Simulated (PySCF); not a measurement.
# BrF at M06

Computed with M06; PySCF, spin-free X2C with a Gaussian nucleus, basis sets Br x2c-SVPall, F x2c-SVPall.

For BrF, the state is ¹Σ⁺ (singlet), closed shell and the bond length is 1.774 Å. The harmonic wavenumber is 668 cm⁻¹. The force constant is 4.03 mdyn/Å, the rotational constant Be is 0.3496 cm⁻¹ and the anharmonicity ωexe is 3.02 cm⁻¹. The vibration–rotation constant αe is 0.00236 cm⁻¹ and the well depth De to Br + F is 255 kJ/mol. The dissociation energy D0 is 251 kJ/mol. The HOMO–LUMO gap is 5.72 eV. The bond order (Mayer) is 0.89 and the dipole moment (positive dipole means Br(−)F(+)) is -1.88 D.
